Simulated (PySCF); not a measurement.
A calculated (UHF, PySCF 2.14, ANO-RCC-VTZP, scalar relativity by spin-free X2C-1e) atom or ion has these occupied shells.

```tsv
shell	electrons	orbital energy (eV)	rms radius, mean of both spins (bohr)
1s β	1	-21157.5	0.0394
1s α	1	-21157.4	0.0394
2s α	1	-3097.0	0.162
2s β	1	-3095.9	0.162
2p α	3	-2766.3	0.144
2p β	3	-2765.2	0.144
3s α	1	-573.21	0.442
3s β	1	-572.61	0.442
3p α	3	-461.49	0.446
3p β	3	-460.79	0.446
3d α	5	-280.85	0.435
3d β	5	-279.22	0.435
4s α	1	-93.523	1.13
4s β	1	-86.302	1.13
4p α	3	-61.046	1.26
4p β	3	-51.559	1.26
4d α	5	-14.195	1.80
5s α	1	-7.649	3.89
5s β	1	-5.679	3.89
```

(1) Name the element and its charge.

## Answers

(1) Tc (technetium, neutral), in [Kr] 4d5 5s2, high-spin 6S determinant.
